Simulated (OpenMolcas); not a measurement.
# Ionisation energies of oxygen

```json
{
  "Program": "OpenMolcas",
  "Basis": "ANO-R3 [4s4p2d1f]",
  "Scalar Hamiltonian": "X2C, finite nucleus",
  "Spin-orbit coupling": "RASSI with atomic mean-field integrals over the reference wave functions, term energies averaged over their components"
}
```

Active shells in each charge state: the valence s, p shells, with orbitals averaged over the low states. Where CASPT2's correlated closed shells are named, they are those of the first ion.

A. CASSCF
B. SS-CASPT2, IPEA 0.25 Eh, imaginary shift 0.1 Eh (closed shells correlated: 1s)
C. SS-CASPT2, IPEA 0.25 Eh, imaginary shift 0.1 Eh (closed shells correlated: none)
D. SS-CASPT2, IPEA 0 Eh, imaginary shift 0.1 Eh (closed shells correlated: 1s)

Energies in eV between the lowest computed levels, named as in B; reference values from the NIST Atomic Spectra Database with their kind.

```json
{"From": "O2+ 2s² 2p² ³P₀", "To": "O3+ 2s² 2p ²P°_1/2", "A": "53.710", "B": "54.700", "C": "54.662", "D": "54.754", "Spin-orbit share in B": "-0.004", "Reference": "54.936 (semi-empirical)"}
{"From": "O3+ 2s² 2p ²P°_1/2", "To": "O4+ 2s² ¹S₀", "A": "76.095", "B": "77.077", "C": "77.032", "D": "77.125", "Spin-orbit share in B": "+0.030", "Reference": "77.413 (measured)"}
{"From": "O4+ 2s² ¹S₀", "To": "O5+ 2s ²S_1/2", "A": "113.784", "B": "113.828", "C": "113.836", "D": "113.828", "Spin-orbit share in B": "+0.000", "Reference": "113.899 (measured)"}
{"From": "O5+ 2s ²S_1/2", "To": "O6+ 1s² ¹S₀", "A": "137.968", "B": "138.020", "C": "137.968", "D": "138.020", "Spin-orbit share in B": "+0.000", "Reference": "138.119 (semi-empirical)"}
```

Steps that some method lacks are left out, and so are those with a state whose active s or d shell is doubly occupied in every root (s and p with five to eight electrons, d10) over a frozen core shell of the same l, since the two then mix freely.

Error against the reference values, in %:

```csv
From,Reference,A,B,C,D
O2+,semi-empirical,-2.2,-0.4,-0.5,-0.3
O3+,measured,-1.7,-0.4,-0.5,-0.4
O4+,measured,-0.1,-0.1,-0.1,-0.1
O5+,semi-empirical,-0.1,-0.1,-0.1,-0.1
```

Mean absolute error over the 2 measured values: A 0.72 eV, B 0.20 eV, C 0.22 eV, D 0.18 eV.

° marks odd parity.
